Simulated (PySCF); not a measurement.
# Working with the constants of KSb

UHF-CCSD(T) constants of KSb, ³Σ⁻ (triplet), unpaired electrons π ↑↑ (K def2-SVP, Sb def2-SVP with ECP28; scalar-relativistic core potentials (PySCF 2.14); masses 38.9637 and 120.9038 u):

| Item | Value |
| --- | --- |
| ωe | 131.6 cm⁻¹ |
| ωexe | 0.329 cm⁻¹ |
| Be | 0.048616 cm⁻¹ |
| αe | 0.000209 cm⁻¹ |
| D (centrifugal) | 2.65e-08 cm⁻¹ |
| De to K + Sb | 0.72 eV |

Problem. Give the vibrational terms G(v) and spacings up to v = 3.

Solution. G(v) = ωe(v+½) − ωexe(v+½)².

```json
{"v": "0", "G(v) (cm⁻¹)": "66", "G(v) − G(v−1)": "", "Bv (cm⁻¹)": "0.04851"}
{"v": "1", "G(v) (cm⁻¹)": "197", "G(v) − G(v−1)": "131", "Bv (cm⁻¹)": "0.04830"}
{"v": "2", "G(v) (cm⁻¹)": "327", "G(v) − G(v−1)": "130", "Bv (cm⁻¹)": "0.04809"}
{"v": "3", "G(v) (cm⁻¹)": "457", "G(v) − G(v−1)": "130", "Bv (cm⁻¹)": "0.04788"}
```

Correlated steps freeze 9 core orbitals. Correlated levels converge slowly with the basis: in double zeta they bind strong bonds too weakly, by up to about 1 eV, and carry superposition errors of some tenths. These are scalar-relativistic numbers at best; spin–orbit coupling would shift them, the dissociation energy most. The state was picked by a PBE0 search and need not be the measured ground state.
